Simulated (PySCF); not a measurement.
Sb(Cl)(SiH3)2 (ClH6SbSi2), SMILES [SiH3][Sb]([SiH3])[Cl].

Geometry: B3LYP-D3(BJ)/def2-SVP. The def2 effective core potentials stand for the cores of Sb; spin–orbit coupling is left out.

These are PySCF with B3LYP-D3(BJ)/def2-SVP values and carry that method's errors.

Frequencies are harmonic and unscaled.

Computed vibrational spectrum:
```json
[
 {"mode": "1", "ν (cm⁻¹)": "75", "IR (km/mol)": "0.1", "Raman (Å⁴/amu)": "3.1", "depolarisation": "0.75", "moving atoms (share of kinetic energy)": "Si 45 %, H 29 %, Cl 19 %"},
 {"mode": "2", "ν (cm⁻¹)": "84", "IR (km/mol)": "1.6", "Raman (Å⁴/amu)": "3.7", "depolarisation": "0.75", "moving atoms (share of kinetic energy)": "Cl 46 %, Si 35 %, H 11 %, Sb 8 %"},
 {"mode": "3", "ν (cm⁻¹)": "96", "IR (km/mol)": "0.0", "Raman (Å⁴/amu)": "0.1", "depolarisation": "0.75", "moving atoms (share of kinetic energy)": "H 98 %"},
 {"mode": "4", "ν (cm⁻¹)": "106", "IR (km/mol)": "1.9", "Raman (Å⁴/amu)": "3.3", "depolarisation": "0.54", "moving atoms (share of kinetic energy)": "Si 43 %, Sb 23 %, Cl 19 %, H 15 %"},
 {"mode": "5", "ν (cm⁻¹)": "130", "IR (km/mol)": "0.0", "Raman (Å⁴/amu)": "0.7", "depolarisation": "0.75", "moving atoms (share of kinetic energy)": "H 82 %, Si 13 %"},
 {"mode": "6", "ν (cm⁻¹)": "296", "IR (km/mol)": "0.9", "Raman (Å⁴/amu)": "36.5", "depolarisation": "0.11", "moving atoms (share of kinetic energy)": "Si 72 %, Sb 19 %, H 9 %"},
 {"mode": "7", "ν (cm⁻¹)": "299", "IR (km/mol)": "0.1", "Raman (Å⁴/amu)": "16.5", "depolarisation": "0.75", "moving atoms (share of kinetic energy)": "Si 71 %, Sb 20 %, H 8 %"},
 {"mode": "8", "ν (cm⁻¹)": "339", "IR (km/mol)": "26.1", "Raman (Å⁴/amu)": "12.0", "depolarisation": "0.25", "moving atoms (share of kinetic energy)": "Cl 78 %, Sb 21 %"},
 {"mode": "9", "ν (cm⁻¹)": "476", "IR (km/mol)": "2.9", "Raman (Å⁴/amu)": "2.9", "depolarisation": "0.75", "moving atoms (share of kinetic energy)": "H 91 %"},
 {"mode": "10", "ν (cm⁻¹)": "503", "IR (km/mol)": "16.2", "Raman (Å⁴/amu)": "13.1", "depolarisation": "0.75", "moving atoms (share of kinetic energy)": "H 87 %, Si 10 %"},
 {"mode": "11", "ν (cm⁻¹)": "506", "IR (km/mol)": "3.9", "Raman (Å⁴/amu)": "9.7", "depolarisation": "0.75", "moving atoms (share of kinetic energy)": "H 89 %, Si 10 %"},
 {"mode": "12", "ν (cm⁻¹)": "543", "IR (km/mol)": "0.4", "Raman (Å⁴/amu)": "22.7", "depolarisation": "0.74", "moving atoms (share of kinetic energy)": "H 89 %, Si 10 %"},
 {"mode": "13", "ν (cm⁻¹)": "844", "IR (km/mol)": "488.5", "Raman (Å⁴/amu)": "4.5", "depolarisation": "0.75", "moving atoms (share of kinetic energy)": "H 92 %, Si 8 %"},
 {"mode": "14", "ν (cm⁻¹)": "883", "IR (km/mol)": "243.6", "Raman (Å⁴/amu)": "1.4", "depolarisation": "0.38", "moving atoms (share of kinetic energy)": "H 91 %, Si 9 %"},
 {"mode": "15", "ν (cm⁻¹)": "936", "IR (km/mol)": "42.6", "Raman (Å⁴/amu)": "17.3", "depolarisation": "0.75", "moving atoms (share of kinetic energy)": "H 97 %"},
 {"mode": "16", "ν (cm⁻¹)": "940", "IR (km/mol)": "39.4", "Raman (Å⁴/amu)": "32.4", "depolarisation": "0.72", "moving atoms (share of kinetic energy)": "H 97 %"},
 {"mode": "17", "ν (cm⁻¹)": "942", "IR (km/mol)": "3.6", "Raman (Å⁴/amu)": "22.8", "depolarisation": "0.75", "moving atoms (share of kinetic energy)": "H 97 %"},
 {"mode": "18", "ν (cm⁻¹)": "944", "IR (km/mol)": "64.7", "Raman (Å⁴/amu)": "17.7", "depolarisation": "0.75", "moving atoms (share of kinetic energy)": "H 97 %"},
 {"mode": "19", "ν (cm⁻¹)": "2200", "IR (km/mol)": "63.1", "Raman (Å⁴/amu)": "40.6", "depolarisation": "0.75", "moving atoms (share of kinetic energy)": "H 98 %"},
 {"mode": "20", "ν (cm⁻¹)": "2203", "IR (km/mol)": "120.4", "Raman (Å⁴/amu)": "424.8", "depolarisation": "0.06", "moving atoms (share of kinetic energy)": "H 98 %"},
 {"mode": "21", "ν (cm⁻¹)": "2226", "IR (km/mol)": "41.5", "Raman (Å⁴/amu)": "58.3", "depolarisation": "0.75", "moving atoms (share of kinetic energy)": "H 97 %"},
 {"mode": "22", "ν (cm⁻¹)": "2228", "IR (km/mol)": "80.8", "Raman (Å⁴/amu)": "250.8", "depolarisation": "0.28", "moving atoms (share of kinetic energy)": "H 97 %"},
 {"mode": "23", "ν (cm⁻¹)": "2236", "IR (km/mol)": "65.8", "Raman (Å⁴/amu)": "26.5", "depolarisation": "0.75", "moving atoms (share of kinetic energy)": "H 96 %"},
 {"mode": "24", "ν (cm⁻¹)": "2241", "IR (km/mol)": "84.6", "Raman (Å⁴/amu)": "166.2", "depolarisation": "0.75", "moving atoms (share of kinetic energy)": "H 96 %"}
]
```
